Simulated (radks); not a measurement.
The numbers below are computed, except where a source is named.
Q: Level of theory: scalar-relativistic Kohn-Sham, LB94 model potential, spin-unpolarised, spherical densities, finite nucleus; Fermi nuclear charge, rms radius of each element as measured or else 0.836 A^(1/3) + 0.57 fm (a radial shooting solver on a logarithmic mesh with Libxc functionals). Response by self-consistent Sternheimer equations with the Hartree and adiabatic LDA kernel, the relativistic mass of each level held fixed and spin-orbit coupling left out. For heavy and open-shell atoms this level of theory can miss by tens of per cent. Rank Nb, Kr, Co, Br+, W2+, Al+ (NIST ground configurations) by static dipole polarisability, largest first.

A: Nb 70.05, Co 38.79, Al+ 21.49, Kr 16.93, Br+ 12.15, W2+ 11.85 bohr^3.
